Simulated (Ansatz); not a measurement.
A series at Ge: from `[Cl][GeH3]`, ligands are replaced one by one, each step taking up HCl and setting free H₂; n counts the steps. Ansatz, PBE0-D4/def2-TZVP geometries.

| n | molecule | HOMO energy, ωB97M-V/def2-TZVPP (eV) |
| --- | --- | --- |
| 0 | `[Cl][GeH3]` | -11.02 |
| 1 | `[Cl][GeH2][Cl]` | -11.24 |
| 2 | `[Cl][GeH]([Cl])[Cl]` | -11.64 |
| 3 | `[Cl][Ge]([Cl])([Cl])[Cl]` | ? |

Problem. By hand: fit a straight line y = ȳ + b (n − n̄) to the 3 given rows and predict n = 3.

Solution. n̄ = 1.000, ȳ = -11.300; Σ(n − n̄)(y − ȳ) = -0.620, Σ(n − n̄)² = 2.000, so b = -0.310 eV a step. Prediction: -11.300 + (-0.310) × (2.000) = -11.92 eV.

Problem. By hand: compare with the computed value, -11.92 eV, and give the steps along the whole series.

Solution. The line misses by 0.00 eV (computed minus predicted). Steps: -0.22, -0.40, -0.28 eV.

The steps differ by up to 0.18 eV without a steady trend. The highest orbital can change its character along such a series. The miss is 0.0 % of the series' range.
